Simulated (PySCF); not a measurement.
Point-charge models of `[C@H]1(F)[C@@]2(C#N)[C@@H]1CCC2` against its computed dipole.

Coordinates (GFN2-xTB, Å) and charges (e) from the PBE0/pcSseg-1 density (PySCF):

```
atom       x       y       z  Mulliken      IAO  Hirshfeld  ESP-fitted
  N1   2.076   2.651  -0.527   -0.2491  -0.2487    -0.2293     -0.4787
  C2   1.484   1.720  -0.219   +0.2253  +0.1409    +0.0737     +0.3864
  C3   0.721   0.588   0.160   -0.5175  -0.0615    +0.0079     +0.0023
  C4  -0.634   0.821   0.822   -0.0606  -0.2573    -0.0570     -0.2001
  C5  -1.627   0.068  -0.074   -0.2217  -0.2580    -0.0631     +0.0629
  C6  -0.846  -1.118  -0.661   -0.1332  -0.2670    -0.0610     -0.2310
  C7   0.590  -0.634  -0.741   -0.1888  -0.1419    -0.0357     -0.0161
  C8   1.403  -0.715   0.504   +0.3915  +0.1813    +0.0591     -0.0826
  F9   2.753  -0.797   0.389   -0.2898  -0.2900    -0.0945     -0.1610
 H10  -0.635   0.415   1.836   +0.1282  +0.1409    +0.0441     +0.0816
 H11  -0.864   1.884   0.880   +0.1437  +0.1623    +0.0535     +0.0953
 H12  -2.512  -0.251   0.475   +0.1260  +0.1436    +0.0449     +0.0248
 H13  -1.949   0.724  -0.884   +0.1347  +0.1415    +0.0433     +0.0307
 H14  -0.919  -1.990  -0.006   +0.1258  +0.1378    +0.0417     +0.0876
 H15  -1.222  -1.400  -1.642   +0.1392  +0.1546    +0.0513     +0.0904
 H16   1.112  -0.669  -1.686   +0.1433  +0.1728    +0.0624     +0.1255
 H17   1.063  -1.282   1.364   +0.1032  +0.1486    +0.0585     +0.1821
```

Question: What dipole does each set of charges give (1 e·Å = 4.803 D), and what does the density give?

Answer: The full density gives (-4.19, -3.34, 0.78) D, 5.41 D in size; dipole vectors point from the negative to the positive end.

```json
{"scheme": "Mulliken", "μx": "-5.79", "μy": "-3.39", "μz": "1.20", "size (D)": "6.82", "share of the full size (%)": "126", "angle to the full dipole (°)": "8"}
{"scheme": "IAO", "μx": "-4.81", "μy": "-2.68", "μz": "0.76", "size (D)": "5.56", "share of the full size (%)": "103", "angle to the full dipole (°)": "9"}
{"scheme": "Hirshfeld", "μx": "-2.93", "μy": "-2.57", "μz": "0.60", "size (D)": "3.94", "share of the full size (%)": "73", "angle to the full dipole (°)": "3"}
{"scheme": "ESP-fitted", "μx": "-4.23", "μy": "-3.34", "μz": "0.79", "size (D)": "5.45", "share of the full size (%)": "101", "angle to the full dipole (°)": "0"}
```

Question: Which set comes closest?

Answer: Length of the difference vector: ESP-fitted 0.05 D, IAO 0.91 D, Hirshfeld 1.48 D, Mulliken 1.66 D. Closest: ESP-fitted. ESP charges are fitted to the potential around the molecule, whose slowest-falling term is the dipole's. 

Question: What is left for the Hirshfeld atoms' own dipoles?

Answer: The Hirshfeld atoms' densities add up to the full density, so μ = Σ q r + Σ (atomic dipoles). The atomic dipoles sum to (-4.19, -3.34, 0.78) − (-2.93, -2.57, 0.60) = (-1.26, -0.77, 0.18) D, 1.48 D in size.

Question: With the origin at the mean of the coordinates, (0.000, 0.001, -0.001) Å, which are the largest single terms, by size, of the ESP-fitted dipole along the direction of the full one?

Answer: N1 +7.63, C2 -4.16, C6 -1.39, F9 +1.22, H14 +0.82 D; all 17 atoms together +5.45 D. The single terms depend on the origin, their sum doesn't.

Question: Give the size of the full dipole in other units.

Answer: 5.41 D = 2.129 au = 1.127 e·Å = 18.05 × 10⁻³⁰ C·m.

The structure is a single GFN2-xTB conformer in the gas phase; no vibrational or solvent corrections.
